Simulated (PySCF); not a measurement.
Polarisability and C₆ of Al (aluminium, neutral)

[Ne] 3s2 3p1, 2P determinant. Computed with PySCF 2.14 in aug-cc-pCVQZ-DK, with the spin-free X2C one-electron Hamiltonian (Gaussian nucleus). Coupled (time-dependent) response in atomic units; α is the mean over directions.

```json
{"method": "UHF", "mean α (bohr³)": "61.31", "α xx, yy, zz": "51.90, 80.14, 51.90", "C₆ (like pair)": "554.3", "S(−4)": "1973"}
{"method": "PBE", "mean α (bohr³)": "65.69", "α xx, yy, zz": "53.39, 90.28, 53.39", "C₆ (like pair)": "582.5", "S(−4)": "2808"}
{"method": "PBE0", "mean α (bohr³)": "62.44", "α xx, yy, zz": "51.84, 83.65, 51.84", "C₆ (like pair)": "553.8", "S(−4)": "2299"}
```

S(−4) is the Cauchy moment in α(ω) = α(0) + S(−4) ω² + …

Reference α: 57.8 ± 1 bohr³ (recommended; Schwerdtfeger and Nagle, table of static dipole polarizabilities (2023 update)). Published C₆: 528.0 (Chu and Dalgarno (2004); Tang, Norbeck and Certain (1976)).

α(iu) at UHF:

```tsv
u (hartree)	α(iu) (bohr³)
0	61.31
0.0500	56.88
0.100	47.47
0.200	30.06
0.300	19.27
0.500	9.264
0.750	4.745
1.00	2.901
1.50	1.464
2.00	0.9215
3.00	0.4995
5.00	0.2386
```

The components differ because the open shell of this determinant is not spherical; for a pure term their mean is the scalar polarisability.
